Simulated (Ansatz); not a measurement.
Calculated with Ansatz (gas phase, PBE0-D4/def2-TZVP geometries, no zero-point term in ΔE). CBS: MP2 limit from def2 TZ/QZ plus the TZ coupled-cluster correction, frozen cores. This one scheme is used for every species, atoms too. For atomizations the MP2-based limit and the directly extrapolated one differ by several kJ/mol either way, and by 10 to 25 for some Ge, Se and Sn compounds, so smaller differences from it don't rank the levels. Functionals use def2-TZVPP. Open shells (•) are unrestricted, without spin–orbit coupling. Spin–orbit coupling would lower the free atoms: a little for Cl; clearly for Br, Ge. Bonds to Br, Ge are less sure, by a few kJ/mol each and by 10 to 20 or more in all where they break to atoms, as the def2 sets lack core-valence functions. Scalar relativity is left out up to krypton.

Reaction (atomization): `[Cl][GeH][Br]`• → Br• + Cl• + Ge• + H•

`[Cl][GeH][Br]`•:

Cartesian coordinates in Å:
```
Cl -0.473 1.357 1.359
Ge -0.486 -0.279 -0.038
Br 1.508 -1.423 0.140
H -0.549 0.345 -1.461
```

**Question.** What is ΔE at CCSD(T)/CBS? (Estimate.)

**Answer.** Computed: +921.0 kJ/mol.

**Question.** What do these levels give: r2SCAN-D4, CAM-B3LYP-D4, CCSD/def2-SVP, SCS-MP2/def2-TZVPP, MP2/def2-QZVPP, CCSD/CBS(def2)? (Estimate.)

**Answer.** The calculation gave: r2SCAN-D4 949.5, CAM-B3LYP-D4 903.1, CCSD/def2-SVP 809.1, SCS-MP2/def2-TZVPP 895.6, MP2/def2-QZVPP 935.4, CCSD/CBS(def2) 897.8 kJ/mol.

Largest T1 diagnostic among the species: 0.011.

From PBE to PBE0 (25 % exact exchange), in def2-TZVPP and without D4, ΔE moves by −16.8 kJ/mol: exact exchange takes away binding that semilocal exchange gives to molecules. The D4 term adds +18.7 kJ/mol with B3LYP and +9.6 kJ/mol with PBE0; it sums over pairs of atoms, weighted by their polarisabilities, and B3LYP, whose exchange is more repulsive, gets the larger term.

B3LYP here is the variant with VWN-RPA as its local correlation; programs differ in this.
